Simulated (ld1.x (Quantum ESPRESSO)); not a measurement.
# Cd (Z = 48), TM: configuration errors across variants

ld1.x (Quantum ESPRESSO) 7.5 input, shortened:

```
&input
   title='Cd', zed=48., rel=2, dft='PBE', iswitch=3,
   config='[Kr] 4d10 5s1 5p0', rel_dist='average'
 /
 &inputp
   pseudotype=2, tm=.true., lloc=0,
   nlcc=.true., new_core_ps=.true., rcore=0.60
 /
3
5P  2  1   0.00   0.00  2.00  2.00  0.0
4D  3  2  10.00   0.00  1.10  1.10  0.0
5S  1  0   1.00   0.00  1.70  1.70  0.0
 &test
   configts(1)='4d10 5s1 5p0'
 /
```

Open shells are filled in proportion to 2j + 1 (rel_dist='average').

All-electron excitation energies from the reference (eV): (1) 4d10 5s2 5p0 -9.273; (2) 4d10 5s0 5p0 17.127; (3) 4d9 5s0 5p0 55.134; (4) 4d9 5s2 5p0 8.702; (5) 4d10 5s1 5p1 -4.614; (6) 4d9 5s2 5p1 3.363; (7) 4d10 5s0 5p1 5.769.

1 further variants failed, have other tests or too few solved ones, and are left out.

A true bound ghost makes a file unfit for plane-wave use even where its test errors are small: the radial tests pick states by their node count and pass the ghost by.

Errors AE − PS in meV (a dash: test not solved or not reliable):

```tsv
change	(1)	(2)	(3)	(4)	(5)	(6)	(7)	bound ghosts
base	-1.1	-7.7	-235	-146	-0.8	-192	-1.0	none
all radii but the core radius scaled by about 0.84 (s 1.44, p 1.68, d 0.92 bohr)	+14	-16	-245	-0.5	+1.2	-52	-9.8	p3/2, p1/2, s (extra level of the local part)
all radii but the core radius scaled by about 0.91 (s 1.56, p 1.82, d 1.00 bohr)	+2.5	-5.9	-234	-65	-0.1	-112	-1.9	p3/2, p1/2
all radii but the core radius scaled by about 1.05 (s 1.80, p 2.10, d 1.16 bohr)	-2.9	-10	-236	-186	-1.0	-231	-1.6	none
all radii but the core radius scaled by about 1.18 (s 2.00, p 2.36, d 1.30 bohr)	-5.5	-14	-233	-234	-1.2	-278	-3.0	none
all radii but the core radius scaled by about 1.26 (s 2.14, p 2.52, d 1.40 bohr)	-5.8	-14	-231	-238	-1.3	-284	-3.4	none
all radii but the core radius scaled by about 1.30 (s 2.20, p 2.60, d 1.42 bohr)	-5.8	-14	-231	-238	-1.3	-284	-3.4	none
all radii but the core radius scaled by about 1.39 (s 2.36, p 2.78, d 1.52 bohr)	-5.3	-14	-235	-229	-1.3	-275	-3.2	none
```

(1) Give the same row for: all radii but the core radius scaled by about 1.12 (s 1.90, p 2.24, d 1.22 bohr).

Results:

(1) -4.8, -13, -235, -222, -1.1, -265, -2.6; bound ghosts: none.
